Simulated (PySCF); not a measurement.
Q: Give a PBE0-D3(BJ)/def2-SVP geometry of `C=CCC1=[O+][BH2-]OC=C1`.

A: 
```
atom  x, y, z in Å
C1     3.042    0.656    0.587
C2     2.175   -0.048   -0.141
C3     1.061   -0.873    0.421
C4    -0.317   -0.415    0.034
O5    -1.221   -1.310    0.038
B6    -2.600   -0.993   -0.547
O7    -2.915    0.450   -0.150
C8    -1.961    1.287   -0.150
C9    -0.617    0.934   -0.209
H10    3.843    1.233    0.119
H11    2.987    0.675    1.681
H12    2.262   -0.041   -1.234
H13    1.101   -0.876    1.525
H14    1.143   -1.925    0.106
H15   -3.418   -1.731   -0.045
H16   -2.502   -1.027   -1.768
H17   -2.257    2.341   -0.034
H18    0.165    1.691   -0.190
```

Any rigid rotation of these coordinates is as good. Atoms count from 1 in this order. The 6-membered ring C4–O5–B6–O7–C8–C9 has internal angles of 106.4° to 123.9°; it is puckered, 0.16 Å rms from its mean plane, widest ring torsion 38°. B6 (four-coordinate boron) is distorted tetrahedral (angles from 106.4° to 116.7°). The 5 C–C bonds span 1.333 Å (C1=C2, drawn double) to 1.503 Å (C3–C4, drawn single), a spread of 0.170 Å. Of the pairs four or more bonds apart, C2···H18 is among the closest relative to their van der Waals radii: 2.66 Å, 92 % of the sum of Bondi's values.

Bonds between heavy atoms (Å): C1=C2 1.333, C2–C3 1.496, C3–C4 1.503, C4=O5 1.273, O5–B6 1.531, B6–O7 1.529, O7–C8 1.269, C8=C9 1.391, C4–C9 1.403.

Computed, not measured: PySCF, PBE0-D3(BJ)/def2-SVP geometry optimisation, gas phase.

Point group: C1 (no symmetry element, even within 0.4 Å). Whether it is a minimum is left open (no frequencies). One conformer, not necessarily the lowest (C1–C2–C3–C4 117°, C2–C3–C4–O5 154°, C4–O5–B6–O7 -38°, O5–B6–O7–C8 38°, B6–O7–C8–C9 -14°, C3–C4–C9–C8 -161°).

Time: 13 min wall, 12 min CPU; peak memory 0.71 GiB. Hardware: one thread, Intel Xeon at 2.50 GHz (x86_64), shared host. That covers the optimisation of the geometry.
